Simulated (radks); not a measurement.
Numerical settings for the thulium ion Tm2+, [Xe] 4f13. All-electron calculation, scalar-relativistic Kohn-Sham, PBE, spin-polarised, spherical densities, finite nucleus; open shells are filled with parallel spins first (spin-orbit coupling, left out, can overturn this in heavy ions); Fermi nuclear charge, rms radius 5.2256 fm. Program: a radial shooting solver on a logarithmic mesh with Libxc functionals. The defaults (mesh step 0.008 in ln r, mesh end at 40 bohr or more with all orbitals vanishing there, Anderson mixing 0.5 over 9 steps, residual threshold near 1e-9 with the energy settled to 1e-9 hartree or 1e-11 of itself, here a cap of 69 iterations) give E = -13565.3315 hartree and 4f at -17.161 eV in 18 iterations. Times are rough (one thread of a shared host). Changes against that run (0 stands for a change within the tolerance of the run):

[
 {"setting": "mesh step in ln r 0.003", "iterations": "20", "converged": "yes", "E (mhartree)": "0", "e(4f) (meV)": "0", "CPU (s)": "1.1"},
 {"setting": "mesh step in ln r 0.03", "iterations": "17", "converged": "yes", "E (mhartree)": "-0.00209", "e(4f) (meV)": "0", "CPU (s)": "0.12"},
 {"setting": "mesh step in ln r 0.02", "iterations": "17", "converged": "yes", "E (mhartree)": "0", "e(4f) (meV)": "0", "CPU (s)": "0.17"},
 {"setting": "mesh end (bohr) 12", "iterations": "18", "converged": "yes", "E (mhartree)": "0", "e(4f) (meV)": "0", "CPU (s)": "0.37"},
 {"setting": "mesh end (bohr) 3", "iterations": "16", "converged": "yes", "E (mhartree)": "+421", "e(4f) (meV)": "+5.73e+03", "CPU (s)": "0.31"},
 {"setting": "residual threshold 0.1", "iterations": "12", "converged": "yes", "E (mhartree)": "0", "e(4f) (meV)": "+1.18", "CPU (s)": "0.29"},
 {"setting": "residual threshold 1e-16", "iterations": "69", "converged": "no", "E (mhartree)": "0", "e(4f) (meV)": "0", "CPU (s)": "0.76"},
 {"setting": "mixing 2.5", "iterations": "32", "converged": "yes", "E (mhartree)": "0", "e(4f) (meV)": "0", "CPU (s)": "0.65"},
 {"setting": "linear mixing, mixing 1", "iterations": "69", "converged": "no", "E (mhartree)": "+2.31e+05", "e(4f) (meV)": "-1.07e+06", "CPU (s)": "3.5"},
 {"setting": "linear mixing, mixing 0.5", "iterations": "69", "converged": "no", "E (mhartree)": "+2.67e+03", "e(4f) (meV)": "-2.42e+04", "CPU (s)": "1.8"},
 {"setting": "mixing history 2", "iterations": "26", "converged": "yes", "E (mhartree)": "0", "e(4f) (meV)": "0", "CPU (s)": "0.49"},
 {"setting": "iteration cap 8", "iterations": "8", "converged": "no", "E (mhartree)": "+0.189", "e(4f) (meV)": "+150", "CPU (s)": "0.2"}
]

Settings that end as converged yet miss the energy by more than 1 mhartree: mesh end (bohr) 3 (+0.421 hartree). A mesh that ends early acts as a hard wall.
